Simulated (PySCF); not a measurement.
Two-component Hartree-Fock for Ni (nickel, neutral)

Start: [Ar] 3d8 4s2; 3d3/2 filled at m_j = -3/2, -1/2, +1/2, +3/2; 3d5/2 filled at m_j = -1/2, +1/2, +3/2, +5/2. Calculated with PySCF 2.14 in x2c-TZVPPall-2c (6s7p4d2f1g, 70 functions): generalised Hartree-Fock with the X2C-1e Hamiltonian and a Gaussian nucleus; one run each with spin-orbit coupling (SO) switched off, then screened by Boettger's factors.

| spinor shell | electrons | ε, spin-free (eV) | ε, screened SO (eV) | weight of nominal j (screened SO) | rms radius, screened SO (bohr) |
| --- | --- | --- | --- | --- | --- |
| 1s1/2 | 2 | -8402.7 | -8402.5 | 1.000 | 0.0624 |
| 2s1/2 | 2 | -1051.1 | -1051.0 | 1.000 | 0.265 |
| 2p1/2 | 2 | -900.21 | -912.61 | 0.999 | 0.236 |
| 3s1/2 | 2 | -136.17 | -136.14 | 1.000 | 0.794 |
| 3p1/2 | 2 | -89.874 | -93.740 | 0.800 | 0.842 |
| 3p3/2 | 4 | -89.874 | -87.942 | 0.900 | 0.852 |
| 3d3/2 | 4 | -18.811 | -18.745 | 0.686 | 1.11 |
| 3d5/2 | 4 | -18.811 | -18.883 | 0.731 | 1.11 |
| 4s1/2 | 2 | -7.659 | -7.658 | 1.000 | 3.26 |

(1) Where does 2p3/2 lie, and what is the 2p spin-orbit splitting (screened SO)?

```csv
quantity,spin-free,screened SO
E (hartree),-1519.06583,-1519.10295
M_J,4,4
⟨J²⟩,20.011,20.011
⟨L²⟩,12.005,12.013
⟨S²⟩,2.005,2.005
```

Each row is a mean over spinors that exchange with the open shell spreads, by up to 10.776 eV (3p3/2).

Rows whose weight is well below 1 are mixtures of j = l ± 1/2: exchange outweighs spin-orbit coupling there, and the label is only the starting occupation.

Without spin-orbit coupling the j labels of p, d and f shells carry no meaning; the spin-free column gives the mean over the occupied spinors of each nl shell.

Results:

(1) At -894.12 eV, 18.492 eV above 2p1/2.
